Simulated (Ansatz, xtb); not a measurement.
# Relative energy of two isomers of C5H8ClFO

Structure X is `CC[C@H](CF)C(=O)Cl`, a singlet and structure Y is `F[C@@H]1OCC[C@@H]1CCl`, a singlet. Both are isolated molecules in the gas phase, relaxed with PBE0-D3(BJ)/def2-SVP; each stands in its lowest conformer found.

X (Å):

```yaml
atoms:
  - { symbol: C, position_ang: [-2.3286, 0.4267, 0.2075] }
  - { symbol: C, position_ang: [-1.2398, 1.1616, 0.9720] }
  - { symbol: C, position_ang: [-0.1358, 0.2575, 1.5407] }
  - { symbol: C, position_ang: [0.7257, -0.3870, 0.4635] }
  - { symbol: C, position_ang: [-0.6760, -0.8221, 2.4401] }
  - { symbol: Cl, position_ang: [-1.5896, -0.1731, 3.8372] }
  - { symbol: F, position_ang: [1.2581, 0.5947, -0.3316] }
  - { symbol: O, position_ang: [-0.5448, -1.9909, 2.3007] }
  - { symbol: H, position_ang: [-1.9301, -0.1256, -0.6570] }
  - { symbol: H, position_ang: [-3.0741, 1.1376, -0.1776] }
  - { symbol: H, position_ang: [-2.8635, -0.2909, 0.8502] }
  - { symbol: H, position_ang: [-1.6819, 1.7279, 1.8054] }
  - { symbol: H, position_ang: [-0.7394, 1.8939, 0.3204] }
  - { symbol: H, position_ang: [0.5140, 0.8865, 2.1748] }
  - { symbol: H, position_ang: [1.5456, -0.9661, 0.9167] }
  - { symbol: H, position_ang: [0.1310, -1.0723, -0.1615] }
```

Y (Å):

```xyz
16

C     0.1466   -0.7066    1.4427
C    -1.7595   -1.7357    0.6771
C    -1.2803   -0.7755   -0.4087
C    -0.4589    0.2284    0.4012
C     0.5351    1.0284   -0.4039
Cl    1.3992    2.2135    0.6219
F     1.2260   -1.3571    0.8724
O    -0.8358   -1.6071    1.7550
H     0.5120   -0.2234    2.3604
H    -2.7621   -1.4670    1.0502
H    -1.7897   -2.7837    0.3416
H    -2.1061   -0.3130   -0.9667
H    -0.6262   -1.2941   -1.1269
H    -1.1348    0.9188    0.9337
H     1.2934    0.3699   -0.8473
H     0.0374    1.5964   -1.2012
```

Quicker runs give these differences E(Y) − E(X): GFN2-xTB −30.43 kJ/mol; HF/STO-3G −106.08 kJ/mol (at GFN2-xTB geometries); r2SCAN-D4/def2-SVP +16.17 kJ/mol (at GFN2-xTB geometries).

Question: Which of the two would you expect CCSD(T)/def2-SVP + ΔMP2/def2-TZVPP electronic energies to favour?

Answer: Structure X; the calculation gives E(Y) − E(X) = +8.19 kJ/mol.

How the difference moves with the method:

```json
{"level": "GFN2-xTB", "geometry": "GFN2-xTB", "E(Y) − E(X) (kJ/mol)": "−30.43", "departure from the last row (kJ/mol)": "−38.62", "job, with rough time for the two": "optimisation, 0.41 s"}
{"level": "HF/STO-3G", "geometry": "GFN2-xTB", "E(Y) − E(X) (kJ/mol)": "−106.08", "departure from the last row (kJ/mol)": "−114.27", "job, with rough time for the two": "single point, 0.48 s"}
{"level": "r2SCAN-D4/def2-SVP", "geometry": "GFN2-xTB", "E(Y) − E(X) (kJ/mol)": "+16.17", "departure from the last row (kJ/mol)": "+7.98", "job, with rough time for the two": "single point, 4.8 s"}
{"level": "PBE0-D3(BJ)/def2-SVP", "geometry": "PBE0-D3(BJ)/def2-SVP", "E(Y) − E(X) (kJ/mol)": "+5.02", "departure from the last row (kJ/mol)": "−3.17", "job, with rough time for the two": "optimisation, 63 s"}
{"level": "HF/def2-SVP", "geometry": "PBE0-D3(BJ)/def2-SVP", "E(Y) − E(X) (kJ/mol)": "+1.59", "departure from the last row (kJ/mol)": "−6.60", "job, with rough time for the two": "part of the CCSD(T) run"}
{"level": "MP2/def2-SVP", "geometry": "PBE0-D3(BJ)/def2-SVP", "E(Y) − E(X) (kJ/mol)": "+26.53", "departure from the last row (kJ/mol)": "+18.34", "job, with rough time for the two": "part of the CCSD(T) run"}
{"level": "CCSD(T)/def2-SVP", "geometry": "PBE0-D3(BJ)/def2-SVP", "E(Y) − E(X) (kJ/mol)": "+22.50", "departure from the last row (kJ/mol)": "+14.31", "job, with rough time for the two": "single point"}
{"level": "CCSD(T)/def2-SVP + ΔMP2/def2-TZVPP", "geometry": "PBE0-D3(BJ)/def2-SVP", "E(Y) − E(X) (kJ/mol)": "+8.19", "departure from the last row (kJ/mol)": "", "job, with rough time for the two": "single point, 2.3 min"}
```

As drawn, Y has 2 C–O in place of 1 C=O. Structure X has no ring, Y a 5-membered ring.

GFN2-xTB, HF/STO-3G put the two in the other order. HF/def2-SVP finds them nearly level. The largest departure from CCSD(T)/def2-SVP + ΔMP2/def2-TZVPP is that of HF/STO-3G, 114.27 kJ/mol. The last row adds to CCSD(T) the change of the MP2 difference between the two basis sets, here −14.31 kJ/mol, a large step that makes the value less sure.

With thermal terms from frequencies at re-optimised GFN2-xTB minima (ideal gas, soft modes damped towards free rotors, one conformer each, 298.15 K, 1 atm): on the last row, ΔE + ΔZPE = +13.20, ΔH = +9.39, ΔG = +17.35 kJ/mol.

The correlated steps freeze 12 core orbitals. Codes used: Ansatz 0.2.0, xtb 6.7.1; the last row on 4 threads of Arm Neoverse V1 on a shared host.
